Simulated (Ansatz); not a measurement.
# Four-centre ligand exchange

Start structure (GaH4BrO2, singlet), relaxed at PBE0-D4/def2-TZVP:

| atom | x (Å) | y (Å) | z (Å) |
| --- | --- | --- | --- |
| Ga1 | -0.2064 | -0.5967 | 0.2022 |
| Br2 | 1.8397 | -1.5848 | -0.0346 |
| O3 | -1.3812 | -0.6081 | -1.1171 |
| O4 | -0.6975 | 0.1233 | 1.7388 |
| H5 | 1.0985 | 1.6742 | -0.6919 |
| H6 | 0.4118 | 1.9596 | -0.6004 |
| H7 | -1.0497 | -1.0371 | -1.9092 |
| H8 | -0.0152 | 0.0693 | 2.4120 |

The step: GaH₂BrO₂ ([OH][Ga]([OH])[Br]) + H₂ → GaH₃O₂ ([OH][GaH][OH]) + HBr; bonds formed: Ga1–H6, Br2–H5; bonds broken: Ga1–Br2, H5–H6. Ansatz 0.2.0; basis: def2-TZVPP and def2-QZVPP; cores frozen in the correlated methods. Filled d shells of the heavier atoms are correlated. The def2 sets are not built for correlating such inner shells, so the correlated values are less sure here. Extrapolation: Hartree–Fock as exp(−7.88 √X), correlation as X^−2.97. Energies below are by CCSD(T) at an estimated basis limit (MP2 extrapolated from triple and quadruple zeta, plus CCSD(T) − MP2 in triple zeta).

**Question.** What are the electronic barrier and the energy of the step, from the start structure to the end structure? (Judge from chemistry; the value comes from the calculation.)

**Answer.** The calculation gives: Barrier 38.63 kcal/mol; step energy 23.38 kcal/mol (uphill); reverse barrier, their difference, 15.25 kcal/mol. Barrier and step energy count from the start structure, the reverse barrier from the end structure.

The saddle point: One imaginary mode of 780i cm⁻¹.
```json
{"pair": "Ga1–H6", "start (Å)": "2.75", "saddle (Å)": "1.69", "end (Å)": "1.56"}
{"pair": "Br2–H5", "start (Å)": "3.41", "saddle (Å)": "1.64", "end (Å)": "1.42"}
{"pair": "Ga1–Br2", "start (Å)": "2.28", "saddle (Å)": "2.70", "end (Å)": "3.08"}
{"pair": "H5–H6", "start (Å)": "0.75", "saddle (Å)": "1.15", "end (Å)": "3.34"}
```

Zero-point energy (harmonic, PBE0-D4): ZPE is 25.24 kcal/mol at the start and 24.96 kcal/mol at the saddle, so the barrier goes from 38.63 to 38.35 kcal/mol.

The T1 diagnostic stays at or below 0.013.

Labels in which every atom is bracketed show which atoms are joined, not bond orders.

For scale, one of the runs: CCSD(T)/def2-TZVPP, 214 basis functions, launched by `ansatz run in.yaml --threads 8 --pin off --events-out ev --progress --plain --max-ram 19148MiB`. The run took 30 s on 8 CPU threads of an AMD EPYC 9R45 (shared host), with 3.4 GiB of host memory at its peak.
